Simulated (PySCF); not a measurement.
## Ionising TlS

PBE0; Tl def2-SVPD with ECP60, S def2-SVPD; scalar-relativistic core potentials (PySCF 2.14). Neutral (UKS): doublet (π ↑), Re = 2.633 Å, ωe = 264 cm⁻¹, De = 3.05 eV, HOMO -6.33 eV, LUMO -3.80 eV.

TlS⁺ (UKS): triplet (π ↑↑), Re = 3.198 Å, ωe = 119 cm⁻¹. The energies at the minima are -570.45059 hartree for TlS and -570.15755 for TlS⁺.

(1) Work out the adiabatic ionisation energy, without and with harmonic zero-point energies (1 hartree = 27.2114 eV, 1 eV = 8065.5 cm⁻¹), and the change of the bond length.

TlS⁻ (UKS): singlet (closed shell), Re = 2.427 Å, ωe = 344 cm⁻¹, De = 3.29 eV to Tl + S⁻. The energies at the minima are -570.45059 hartree for TlS and -570.53769 for TlS⁻.

(2) Work out the adiabatic electron affinity, without and with harmonic zero-point energies (1 hartree = 27.2114 eV, 1 eV = 8065.5 cm⁻¹), and the change of the bond length.

Spin–orbit coupling is left out, which matters for elements this heavy, above all for dissociation energies. For an ion De counts to the pair picked by the measured ionisation energies or electron affinities, which need not be the lowest pair at this level. States were picked by a PBE0 search and need not be the measured ground states.

## Answers

(1) At PBE0: 0.29304 hartree = 7.974 eV between the minima; the zero-point term (119.0 − 264.0)/2 cm⁻¹ = -0.009 eV makes it 7.965 eV. Re changes by +56.5 pm against the neutral. The electron leaves a π orbital, and the ion is left as a loose complex of an ion and an atom.

(2) At PBE0: 0.08710 hartree = 2.370 eV between the minima; the zero-point term (264.0 − 344.0)/2 cm⁻¹ = -0.005 eV makes it 2.365 eV. Re changes by -20.6 pm against the neutral. The electron enters a π orbital; the charge polarises the partner, so the anion is bound more strongly.
